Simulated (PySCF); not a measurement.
O2Re, neutral, multiplicity 4. Atoms are numbered in the order given.

```xyz
3

Re     0.0000     0.0000     0.1212
O      0.0000     1.5713    -0.5680
O      0.0000    -1.5713    -0.5680
```
Charge 0, spin multiplicity 4.

Geometry: B3LYP-D3(BJ)/def2-TZVP. The multiplicity is an assumed one; other spin states were not compared. The def2 effective core potentials stand for the cores of Re; spin–orbit coupling is left out.

The numbers are results of r2SCAN/def2-TZVPD in PySCF, not measurements.

The molecule is in vacuum.

Computed frontier levels, dipole moment and polarisability:
```
Item                                                                                                            Result
---------------------------------------------------------------------------------------------  -----------------------
α spin, highest occupied and lowest empty level                                                     -6.54 and -3.82 eV
β spin, highest occupied and lowest empty level                                                     -8.16 and -4.55 eV
dipole moment                                                                                                   1.88 D
quadrupole, principal values (traceless, Buckingham form, about the centre of nuclear charge)    -8.53, 2.24, 6.29 D·Å
mean static polarisability                                                                        44.1 bohr³ (6.53 Å³)
polarisability, principal values                                                                35.7, 40.4, 56.1 bohr³
⟨S²⟩                                                                                           3.773 (pure state 3.75)
```
